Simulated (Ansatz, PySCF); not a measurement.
Reaction (SMILES): [CH2-]SC → CC[S-]
Geometries: B3LYP-D3(BJ)/def2-TZVP minima from Ansatz (a quantum-chemistry and plane-wave program), one conformer each, not searched for the lowest.

Wanted: isomerisation energy (electronic energy difference), in kJ/mol. Correlated levels leave the core frozen unless marked. Spin-orbit coupling is left out. No relativistic terms. Anions need diffuse functions: aug- sets have them; def2-D sets add few; the other sets have none. CBS marks a two-point X^-3 extrapolation of the correlation energy; Hartree-Fock from the larger set. The bracket is a focal-point correction in the basis named.

```csv
level,program,isomerisation energy (kJ/mol),minus last row
HF/def2-TZVPD,PySCF,-209.4,-31.1
RI-HF/cc-pV(Q+d)Z,Ansatz,-207.5,-29.2
MP2/cc-pVTZ,Ansatz,-186.3,-8.0
SCS-MP2/6-31G*,Ansatz,-229.6,-51.3
SCS-MP2/aug-cc-pV(T+d)Z,Ansatz,-180.7,-2.4
CCSD/cc-pVTZ,Ansatz,-192.8,-14.5
"RI-MP2/CBS(aug-cc-pV(T+d)Z,aug-cc-pV(Q+d)Z)+[CCSD(T)-MP2]/aug-cc-pV(T+d)Z",Ansatz,-178.3,0.0
```
